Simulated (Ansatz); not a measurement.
Sr₇⁺. Charge 1, multiplicity 2. Geometry r2SCAN/def2-SVP.

```xyz
7

Sr   -1.991   -0.898    3.781
Sr    0.799   -2.387    1.103
Sr    0.345    1.643    1.666
Sr    0.328   -1.323   -2.937
Sr   -0.128    2.671   -2.352
Sr    3.356    0.536   -1.014
Sr   -2.710   -0.242   -0.247
```

In the def2 sets Sr takes a core potential, while STO-3G treats all electrons; there is no spin–orbit coupling. At HF/def2-TZVP, r2SCAN/def2-TZVP the charge 1 doublet is spin-contaminated (final ⟨S²⟩ up to 3.80, 0.75 for a pure state). Another isomer (doublet) lies 0.26 eV lower at PBE0/def2-TZVP; other spin states weren't run for this one.

Problem. Estimate the α-spin orbital energies around the gap (eV) in Ansatz with HF/STO-3G, HF/def2-TZVP, revPBE/def2-TZVP, BLYP/def2-TZVP, r2SCAN/def2-TZVP.

Solution. 
```csv
orbital,HF/STO-3G,HF/def2-TZVP,revPBE/def2-TZVP,BLYP/def2-TZVP,r2SCAN/def2-TZVP
HOMO−13,-28.74,-32.07,-24.85,-24.78,-25.59
HOMO−12,-28.71,-32.05,-24.82,-24.75,-25.58
HOMO−11,-28.71,-32.04,-24.75,-24.70,-25.51
HOMO−10,-28.70,-32.00,-24.75,-24.70,-25.49
HOMO−9,-28.44,-31.93,-24.74,-24.69,-25.48
HOMO−8,-28.42,-31.92,-24.73,-24.68,-25.43
HOMO−7,-28.41,-31.91,-24.66,-24.63,-25.40
HOMO−6,-8.26,-11.10,-7.63,-7.52,-7.88
HOMO−5,-6.18,-9.34,-6.68,-6.58,-6.85
HOMO−4,-5.14,-7.93,-6.29,-6.19,-6.29
HOMO−3,-4.88,-7.83,-6.25,-6.17,-6.21
HOMO−2,-3.17,-7.14,-5.53,-5.47,-5.67
HOMO−1,-3.12,-6.98,-5.26,-5.22,-5.40
HOMO,-2.99,-6.77,-5.24,-5.16,-5.37
LUMO,4.26,-2.45,-4.94,-4.80,-4.79
LUMO+1,4.36,-2.22,-4.78,-4.65,-4.67
LUMO+2,4.47,-2.18,-4.64,-4.53,-4.50
LUMO+3,4.85,-2.10,-4.63,-4.49,-4.40
LUMO+4,4.95,-1.77,-4.42,-4.33,-4.20
LUMO+5,5.09,-1.77,-4.27,-4.20,-4.19
β HOMO,-2.59,-6.52,-5.23,-5.21,-5.26
β LUMO,1.38,-2.46,-4.90,-4.92,-4.79
```
